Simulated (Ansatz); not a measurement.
Ansatz results at the PBE0-D4/def2-TZVP geometry: LUMO energy (ωB97M-V/def2-TZVPP) 0.84 eV; HOMO–LUMO gap (B3LYP/def2-TZVPP) 6.93 eV; HOMO energy (PBE/def2-TZVPP) -7.00 eV.

Each molecule was computed in one conformer, which needn't be the lowest.

Task: Which molecule gave them?
A. `O[SiH](F)[SiH](Cl)Cl`
B. `BC(F)[SiH3]`
C. `CBCN`
D. `C=C(O)CS`

Result: A. The others give `CBCN`: 1.26, 5.56, -5.22; `BC(F)[SiH3]`: 0.36, 6.44, -7.01; `C=C(O)CS`: 2.10, 6.41, -5.51.

B3LYP here is the variant with VWN-RPA as its local correlation; programs differ in this.
